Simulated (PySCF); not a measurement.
## Aluminium: a sound run and one with changed settings

Sound run: Al+ [Ne] 3s2, Al(2+) [Ne] 3s1. Computed with PySCF 2.14 in cc-pVDZ-DK (4s3p1d, 18 functions), with the spin-free X2C one-electron Hamiltonian (Gaussian nucleus). The sound run starts from symmetry-adapted Hartree-Fock orbitals and uses a fine grid where one is needed.

Changed run: radial step 0.3 in ln r (0.13 in the sound run). This setting is unsound on purpose.

| species | method | sound run (hartree) | changed run (hartree) | converged |
| --- | --- | --- | --- | --- |
| Al+ | UHF | -242.10361 | -242.10361 | yes |
| Al+ | r2SCAN | -242.53932 | -242.53893 | yes |
| Al+ | PBE | -242.44069 | -242.44085 | yes |
| Al(2+) | UHF | -241.45776 | -241.45776 | yes |
| Al(2+) | r2SCAN | -241.86182 | -241.86138 | yes |
| Al(2+) | PBE | -241.74870 | -241.74881 | yes |

Ionisation energy of Al+:

| method | sound run (eV) | changed run (eV) |
| --- | --- | --- |
| UHF | 17.574 | 17.574 |
| r2SCAN | 18.436 | 18.437 |
| PBE | 18.830 | 18.831 |

A coarse radial grid mis-integrates the density and the exchange-correlation energy, with errors of either sign; Hartree-Fock needs no grid.

For comparison, NIST gives 18.829 eV between the lowest levels.
